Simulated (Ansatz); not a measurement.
Start from `C#[C][GaH2]` and change one element to get `C#[C][AlH2]`.

Ansatz, PBE0-D4/def2-TZVP geometries, multiplicity 1. 

Scalar relativity is left out up to krypton.

```csv
property,`C#[C][GaH2]`
LUMO energy (PBE0/def2-TZVPP) / eV,-1.98
"ideal-gas entropy at 298 K and 1 bar (rigid rotor, harmonic PBE0-D4/def2-TZVP) / J/(mol·K)",284
HOMO energy (B3LYP/def2-TZVPP) / eV,-7.72
HOMO energy (PBE/def2-TZVPP) / eV,-6.76
zero-point energy (PBE0-D4/def2-TZVP) / kJ/mol,82.8
size of the dipole moment (PBE/def2-TZVPP) / D,0.25
```

(1) Give the same properties after the change, and the shifts. (Best estimate.)

Results:

(1) Computed: 
| property | `C#[C][AlH2]` | shift |
| --- | --- | --- |
| LUMO energy (PBE0/def2-TZVPP) / eV | -1.86 | 0.12 |
| ideal-gas entropy at 298 K and 1 bar (rigid rotor, harmonic PBE0-D4/def2-TZVP) / J/(mol·K) | 274 | -10 |
| HOMO energy (B3LYP/def2-TZVPP) / eV | -7.83 | -0.11 |
| HOMO energy (PBE/def2-TZVPP) / eV | -6.86 | -0.10 |
| zero-point energy (PBE0-D4/def2-TZVP) / kJ/mol | 83.0 | 0.2 |
| size of the dipole moment (PBE/def2-TZVPP) / D | 0.59 | 0.34 |

With PBE0 the HOMO falls by 0.11 eV and the LUMO rises by 0.12 eV, so the gap widens by about 0.23 eV. PBE moves the HOMO by -0.10 eV and ωB97M-V by -0.11 eV. Dipoles are sizes alone; their direction can turn.

B3LYP here is the variant with VWN-RPA as its local correlation; programs differ in this.
